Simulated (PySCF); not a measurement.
PySCF input (BP86/def2-SVP):

```python
from pyscf import gto, dft

mol = gto.M(
    atom='''
    C     0.35946800   -1.25783400   -1.46210900
    Ge    0.00296300   -0.02289300   -0.02134600
    C    -1.87258600    0.57935900   -0.12391600
    C     1.20134500    1.53533500   -0.04745400
    N     0.42434500   -0.94280600    1.54088500
    H    -0.16710200   -1.21957100   -2.40877500
    H     1.12964800   -2.01630300   -1.38314000
    H    -2.55101400   -0.27043100   -0.04610200
    H    -2.05897300    1.08618400   -1.07227100
    H    -2.09044300    1.27450000    0.68775300
    H     2.23858300    1.20694600    0.00398400
    H     0.99336400    2.18171700    0.80668700
    H     1.05696800    2.11211800   -0.96098800
    H    -0.11892300   -1.78356000    1.68970200
    H     0.37331400   -0.38053200    2.38090700
    ''',
    basis='def2-svp',
    charge=0,
    spin=1,
    verbose=4,
)

mf = dft.UKS(mol, xc='bp86').density_fit(auxbasis='def2-universal-jkfit')
mf.grids.level = 3
mf.conv_tol = 1e-9
mf.max_cycle = 100
mf.max_memory = 1500
mf.kernel()
if not mf.converged:
    mf = mf.newton()
    mf.kernel(mf.make_rdm1())
mo, _, stable, _ = mf.stability(return_status=True)
if not stable:
    mf.kernel(mf.make_rdm1(mo, mf.mo_occ))
    stable = mf.stability(return_status=True)[2]
mf.dip_moment()
```

From the output:

```
  HOMO = -0.173106623721  LUMO = -0.0982852262538  gap/eV = 2.03599
cycle= 3 E= -2251.91325603743  delta_E= -0.416  |g|= 0.139  |ddm|= 1.26
  alpha nocc = 34  HOMO = -0.188141969252564  LUMO = 0.0274585051608813
  beta  nocc = 33  HOMO = -0.191598618131623  LUMO = -0.110446783698976
  HOMO = -0.188141969253  LUMO = -0.110446783699  gap/eV = 2.11419
cycle= 4 E= -2251.9226795704  delta_E= -0.00942  |g|= 0.0284  |ddm|= 0.18
  alpha nocc = 34  HOMO = -0.18994576237134  LUMO = 0.0273516595511425
  beta  nocc = 33  HOMO = -0.193306344584768  LUMO = -0.109748169822271
  HOMO = -0.189945762371  LUMO = -0.109748169822  gap/eV = 2.18229
cycle= 5 E= -2251.92301315041  delta_E= -0.000334  |g|= 0.00998  |ddm|= 0.0348
  alpha nocc = 34  HOMO = -0.187830518578865  LUMO = 0.0272242994426994
  beta  nocc = 33  HOMO = -0.192960348901562  LUMO = -0.10705281839895
  HOMO = -0.187830518579  LUMO = -0.107052818399  gap/eV = 2.19807
cycle= 6 E= -2251.92306752671  delta_E= -5.44e-05  |g|= 0.00354  |ddm|= 0.0151
  alpha nocc = 34  HOMO = -0.188531441995233  LUMO = 0.0271510917497753
  beta  nocc = 33  HOMO = -0.193222442839966  LUMO = -0.107487152810561
  HOMO = -0.188531441995  LUMO = -0.107487152811  gap/eV = 2.20533
cycle= 7 E= -2251.92307445161  delta_E= -6.92e-06  |g|= 0.000902  |ddm|= 0.00505
  alpha nocc = 34  HOMO = -0.188520727780388  LUMO = 0.027085805707725
  beta  nocc = 33  HOMO = -0.193367100309224  LUMO = -0.107334171799464
  HOMO = -0.18852072778  LUMO = -0.107334171799  gap/eV = 2.20920
cycle= 8 E= -2251.92307497795  delta_E= -5.26e-07  |g|= 0.000421  |ddm|= 0.00163
  alpha nocc = 34  HOMO = -0.188500929406426  LUMO = 0.0271190667283912
  beta  nocc = 33  HOMO = -0.19331481171855  LUMO = -0.107286891584716
  HOMO = -0.188500929406  LUMO = -0.107286891585  gap/eV = 2.20995
cycle= 9 E= -2251.92307509023  delta_E= -1.12e-07  |g|= 0.000151  |ddm|= 0.000593
  alpha nocc = 34  HOMO = -0.18851937475334  LUMO = 0.0271204216300545
  beta  nocc = 33  HOMO = -0.193303843538491  LUMO = -0.107296489325726
  HOMO = -0.188519374753  LUMO = -0.107296489326  gap/eV = 2.21019
cycle= 10 E= -2251.92307506519  delta_E= 2.5e-08  |g|= 4.25e-05  |ddm|= 0.000189
  alpha nocc = 34  HOMO = -0.18851925559029  LUMO = 0.0271192238989415
  beta  nocc = 33  HOMO = -0.193306880227636  LUMO = -0.107296668216104
  HOMO = -0.18851925559  LUMO = -0.107296668216  gap/eV = 2.21018
cycle= 11 E= -2251.92307510083  delta_E= -3.56e-08  |g|= 2.57e-05  |ddm|= 7.22e-05
  alpha nocc = 34  HOMO = -0.188516694079168  LUMO = 0.0271198878967467
  beta  nocc = 33  HOMO = -0.193304281773561  LUMO = -0.107294899263791
  HOMO = -0.188516694079  LUMO = -0.107294899264  gap/eV = 2.21016
cycle= 12 E= -2251.92307506623  delta_E= 3.46e-08  |g|= 1.07e-05  |ddm|= 3.45e-05
  alpha nocc = 34  HOMO = -0.18851758850575  LUMO = 0.0271196475020354
  beta  nocc = 33  HOMO = -0.193305659333012  LUMO = -0.107295613314632
  HOMO = -0.188517588506  LUMO = -0.107295613315  gap/eV = 2.21016
cycle= 13 E= -2251.92307506628  delta_E= -4.59e-11  |g|= 2.76e-06  |ddm|= 1.24e-05
  alpha nocc = 34  HOMO = -0.1885168037822  LUMO = 0.0271198279792748
  beta  nocc = 33  HOMO = -0.193305503253697  LUMO = -0.107295121987387
  HOMO = -0.188516803782  LUMO = -0.107295121987  gap/eV = 2.21015
Extra cycle  E= -2251.92307506628  delta_E= 1.36e-12  |g|= 3.98e-06  |ddm|= 5.59e-06
converged SCF energy = -2251.92307506628  <S^2> = 0.75332649  2S+1 = 2.0033237
uhf_internal: lowest eigs of H = [0.95892047 0.9835415  0.98480872]
<class 'pyscf.df.df_jk.DFUKS'> wavefunction is stable in the internal stability analysis
Dipole moment(X, Y, Z, Debye): -0.92778,  0.37571,  0.32883
```

The geometry given is a B3LYP-D3(BJ)/def2-TZVP minimum.
